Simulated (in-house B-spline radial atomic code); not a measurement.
A fraction x of an electron is removed from 3d in In5+, starting from [Kr] 4d8 and keeping the highest spin. Computed with an all-electron radial atomic-structure program (B-spline basis): scalar-relativistic (X2C) BLYP, spin-polarised, spherical fractional occupations, Fermi nucleus of rms radius 4.6156 fm.

| x | E(x) - E(0) (eV) | 3d down level (eV) |
| --- | --- | --- |
| 0 | 0.0000 | -502.316 |
| 0.09 | 45.3955 | -506.475 |
| 0.21 | 106.5066 | -512.049 |
| 0.26 | 132.1673 | -514.380 |
| 0.49 | 251.7139 | -525.173 |
| 0.5 | ? | ? |
| 0.52 | 267.4903 | -526.589 |
| 0.7 | 363.0434 | -535.123 |
| 0.79 | 411.3975 | -539.415 |
| 0.97 | ? | ? |
| 1 | 525.7313 | -549.493 |

(1) What belongs in the row x = 0.5?

(2) What belongs in the row x = 0.97?

(3) Check Janak's theorem between x = 0.09 and 0.21.

## Answers

(1) An energy change of 256.9680 eV; 3d down at -525.645 eV.

(2) An energy change of 509.2682 eV; 3d down at -548.048 eV.

(3) The slope of the energy is 509.26 eV; the orbital levels give 509.26 eV (-ε of the emptying orbital, averaged over the two points).
